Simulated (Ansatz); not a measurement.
Reaction (formal exchange of groups at the Se–B bond): `[SiH3]B(Cl)[SeH]` + `C=[N][AlH2]` → `[AlH2]/[N]=C\[SeH]` + `[SiH3]BCl`

Isolated molecules relaxed with PBE0-D4/def2-TZVP in Ansatz; ΔE leaves out vibrations. CCSD(T)/CBS adds triple-zeta CCSD(T) − MP2 to the extrapolated MP2 energy (def2 sets, frozen cores). This one scheme is used for every species. For Se outer-core shells are correlated without core-valence functions, which leaves a few kJ/mol of doubt a bond. Scalar relativity is left out up to krypton. Each species was taken in one conformer, which may not be the lowest.

```json
{"species": "`[SiH3]B(Cl)[SeH]`", "SCS-MP2/def2-QZVPP energy (Eh)": "-3176.42449"}
{"species": "`C=[N][AlH2]`", "SCS-MP2/def2-QZVPP energy (Eh)": "-337.09087"}
{"species": "`[AlH2]/[N]=C\\[SeH]`", "SCS-MP2/def2-QZVPP energy (Eh)": "-2737.50110"}
{"species": "`[SiH3]BCl`", "SCS-MP2/def2-QZVPP energy (Eh)": "-775.97908"}
```

(1) Work out ΔE.

Largest T1 diagnostic among the species: 0.015.

## Answers

(1) ΔE = (-2737.50110) + (-775.97908) − (-3176.42449) − (-337.09087) = 0.03518 Eh = +22.1 kcal/mol. CCSD(T)/CBS gives +22.9 kcal/mol.

From PBE to PBE0 (25 % exact exchange), in def2-TZVPP and without D4, ΔE moves by +1.2 kcal/mol. In def2-TZVPP, CCSD(T) changes the Hartree–Fock value by +1.7 kcal/mol (the triples alone add +0.1 kcal/mol) and MP2 by +2.1 kcal/mol. The D4 term adds +1.0 kcal/mol with B3LYP and +0.5 kcal/mol with PBE0; it sums over pairs of atoms, weighted by their polarisabilities, and B3LYP, whose exchange is more repulsive, gets the larger term.

B3LYP here is the variant with VWN-RPA as its local correlation; programs differ in this.
